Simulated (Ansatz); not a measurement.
Isolated molecules relaxed with PBE0-D4/def2-TZVP in Ansatz; ΔE leaves out vibrations. CCSD(T)/CBS is the MP2 limit (def2-TZVPP, def2-QZVPP) plus CCSD(T) − MP2 in def2-TZVPP, frozen cores. This one scheme is used for every species. Functionals use def2-TZVPP. B3LYP here is the variant with VWN-RPA as its local correlation; programs differ in this. For Sc outer-core shells are correlated without core-valence functions, which leaves a few kJ/mol of doubt a bond. Scalar relativity is left out up to krypton. One conformer a species, not always the lowest.

Consider the ligand exchange at the Sc–O bond: `C[O][Sc]([OH])[OH]` + HCl → `C[O][Sc]([OH])[Cl]` + H₂O.

| level | ΔE (kcal/mol) |
| --- | --- |
| B3LYP-D4 | -13.4 |
| BHLYP-D4 | -14.7 |
| ωB97M-V | -13.6 |
| PBE | -13.3 |
| r2SCANh | -14.7 |
| CCSD/def2-SVP | -11.6 |
| HF/def2-TZVPP | -16.4 |
| HF/CBS(def2) | -16.6 |

Problem. What does CCSD(T)/CBS give? (An estimate is asked.)

Solution. Ansatz gave: -13.8 kcal/mol. The listed levels differ from it by 0.4, -0.9, 0.2, 0.5, -0.9, 2.2, -2.6, -2.8 kcal/mol.

Largest T1 diagnostic among the species: 0.016.

From PBE to PBE0 (25 % exact exchange), in def2-TZVPP and without D4, ΔE moves by −1.3 kcal/mol. Leaving LDA and LC-ωPBE aside and taking each functional with its dispersion term where it has one, the values, not all of them listed here, spread over 2.9 kcal/mol, from r2SCAN0-D4 to BLYP-D4. LDA lies +1.3 kcal/mol from PBE without D4.
